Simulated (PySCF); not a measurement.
# Computed structure and properties of [LuCl4]−

System: [LuCl4]− (singlet in the valence; each metal's 4f electrons, 14 of them, lie in its core potential, out of spins and levels); start: template (Td). Method: PySCF 2.14.0, RKS PBE0, Lu lcecp-1-SVP with ECP60, Cl def2-SVP; non-relativistic Hamiltonian with scalar-relativistic core potentials where named; density fitting; no spin-orbit coupling.

Input of the relaxation:

```python
mol = gto.M(atom='''
Lu     0.00000    -0.00000     0.00000
Cl     1.47390     1.47390     1.47390
Cl    -1.47390    -1.47390     1.47390
Cl     1.47390    -1.47390    -1.47390
Cl    -1.47390     1.47390    -1.47390''',
    basis={'Lu': 'lcecp-1-SVP', 'Cl': 'def2-SVP'},
    ecp={'Lu': 'lcecp-1-SVP'},
    charge=-1, spin=0)
mf = dft.RKS(mol, xc='PBE0')
mf.grids.atom_grid = (50, 194)  # f atoms: unpruned, at least (60, 302)
mf = mf.density_fit()  # fitting sets: Lu AutoAux, Cl def2-universal-JKFIT
mf.conv_tol = 1e-08; mf.max_cycle = 55
mf.kernel(dm0)  # dm0: converged density of the start geometry
# quasi-Newton relaxation in Cartesian coordinates to a largest gradient under 0.00045 Eh/bohr, steps kept in the point group
```

Run from Python with OMP_NUM_THREADS=2; the lines above give its settings. Where DIIS fails, smearing, a level shift and second-order steps follow.
It took 19 s on 2 threads of Arm Neoverse V1, on a shared host, from the converged density of the start.

Course of the relaxation:

| step | energy above end (eV) | largest force component within the symmetry (eV/Å) |
| --- | --- | --- |
| 0 | 0.1254 | 0.458 |
| 1 | 0.0319 | 0.241 |
| 2 | 0.0004 | 0.028 |
| 3 | 0.0000 | 0.002 |

Relaxed geometry (Td):

```xyz
5

Lu    0.0000    0.0000    0.0000
Cl    1.4303    1.4303    1.4303
Cl   -1.4303   -1.4303    1.4303
Cl    1.4303   -1.4303   -1.4303
Cl   -1.4303    1.4303   -1.4303
```

| contact | Å |
| --- | --- |
| Lu1–Cl2 (Cl) | 2.477 |
| Lu1–Cl3 (Cl) | 2.477 |
| Lu1–Cl4 (Cl) | 2.477 |
| Lu1–Cl5 (Cl) | 2.477 |

On the finer grid (75, 302):

| Property | Result |
| --- | --- |
| HOMO | -4.48 eV |
| LUMO | 3.67 eV |
| Dipole about the centre of mass | 0.00 D |
| Set of Mulliken populations of Lu1 outside the core potential | s 2.37, p 6.51, d 1.40, f 0.05 |
| D3(BJ) dispersion energy (not in the energies) | -0.181 eV |

```tsv
atom	Mulliken (e)	Löwdin (e)	spin (e)
Lu1	0.67	-0.59	0.00
Cl2	-0.42	-0.10	0.00
Cl3	-0.42	-0.10	0.00
Cl4	-0.42	-0.10	0.00
Cl5	-0.42	-0.10	0.00
```

The 4f levels lie in the core potential and are missing.

On the grid (50, 194), as all that follows. Harmonic modes: a minimum; lowest 76 cm⁻¹ (negative: unstable), highest 313 cm⁻¹, zero-point energy 0.103 eV.

Taking off one Cl (charge -1, singlet; the rest: singlet) in vacuum, both parts rigid, costs 5.16 eV; the small basis without counterpoise inflates it.

Rigid scan of Cl along the line from its metal:

| distance to Cl2 (Å) | energy (eV) |
| --- | --- |
| 2.18 | 0.692 |
| 2.28 | 0.266 |
| 2.38 | 0.057 |
| 2.48 | 0.000 |
| 2.58 | 0.046 |
| 2.68 | 0.161 |
| 2.88 | 0.508 |
| 3.18 | 1.130 |
| 3.58 | 1.910 |
| 4.08 | 2.678 |

One start shape was tried, so this needn't be the lowest isomer.

An lcecp potential fixes the number of 4f electrons, so in runs with it no electron can move into or out of that shell.
